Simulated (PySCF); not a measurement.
**Eu(2+): ionisation energy**

Eu(2+) [Xe] 4f7 [4f5/2^6 4f7/2^1, M_J = 7/2] → Eu(3+) [Xe] 4f6 [4f5/2^6, M_J = 0], as a difference of total energies. All numbers are calculated (PySCF 2.14, the two-component X2C-1e Hamiltonian, in x2c-SVPall-2c). Correlated levels: [Ar] 3d10 frozen; the 16 highest virtual spinors dropped. "Screened" scales the spin-orbit matrix elements by Boettger's factors to mimic the two-electron term; Breit and QED terms are absent.

| method | ionisation energy (eV) | difference from reference (eV) |
| --- | --- | --- |
| GHF (spin-free) | 22.670 | -2.170 |
| GMP2 (spin-free) | 24.487 | -0.353 |
| GHF (screened spin-orbit) | 22.290 | -2.550 |
| GMP2 (screened spin-orbit) | 24.106 | -0.734 |

Reference: 24.84 ± 0.03 eV (semi-empirical (NIST evaluation); NIST Atomic Spectra Database, ionization energies).

The spin-free rows relax to the high-spin LS determinant and lack the spin-orbit shift.

Errors of the correlated levels include the incompleteness of this basis and the frozen core.

The labels give the starting determinants; with spin-orbit coupling the two ends relaxed to ⟨J²⟩ = 15.76, ⟨L²⟩ = 0.10, ⟨S²⟩ = 15.70 and ⟨J²⟩ = 5.42, ⟨L²⟩ = 11.87, ⟨S²⟩ = 11.86.

The determinant of Eu(3+) mixes levels of different J (the jj label is only the starting occupation), so the difference between spin-free and spin-orbit rows is not the physical spin-orbit shift.
